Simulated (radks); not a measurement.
Dy V, configuration [Xe] 4f7 6p1 (not the ground configuration). Method: non-relativistic Kohn-Sham, PBE, spin-polarised, spherical densities, point nucleus; open shells are filled with parallel spins first (spin-orbit coupling, left out, can overturn this in heavy ions); relativity is left out, which matters for an element this heavy; computed with a radial shooting solver on a logarithmic mesh with Libxc functionals.

Normalised radial functions P(r) = r R(r), r in bohr:

```
   r/bohr * 5p up (the largest magnitude, 0.985, reaches the edge; | marks zero)
 0.003956                             *
 0.004605                             *
 0.005361                             *
 0.006191                             |*
 0.007208                             |*
 0.008391                             |*
 0.009768                             |*
  0.01128                             |*
  0.01313                             | *
  0.01529                             | *
   0.0178                             |  *
  0.02056                             |   *
  0.02393                             |   *
  0.02786                             |    *
  0.03243                             |     *
  0.03745                             |     *
   0.0436                             |      *
  0.05076                             |      *
  0.05909                             |     *
  0.06825                             |    *
  0.07945                             |  *
  0.09249                             |*
   0.1077                          *  |
   0.1244                       *     |
   0.1448                     *       |
   0.1685                   *         |
   0.1962                    *        |
   0.2266                      *      |
   0.2638                           * |
   0.3071                             |   *
   0.3575                             |         *
   0.4129                             |             *
   0.4806                             |             *
   0.5595                             |         *
   0.6514                             |  *
   0.7523                       *     |
   0.8758             *               |
     1.02      *                      |
    1.187  *                          |
    1.371  *                          |
    1.596      *                      |
    1.858           *                 |
    2.163                 *           |
    2.498                      *      |
    2.908                         *   |
    3.385                           * |
    3.941                            *|
    4.551                             *
    5.298                             *
    6.168                             *
    7.181                             *
    8.293                             *
    9.654                             *
```

5p up: eigenvalue -76.411 eV, 3 radial nodes at r = 0.0955, 0.276, 0.683 bohr, <r> = 1.40 bohr, 90 % of the charge inside 2.02 bohr.
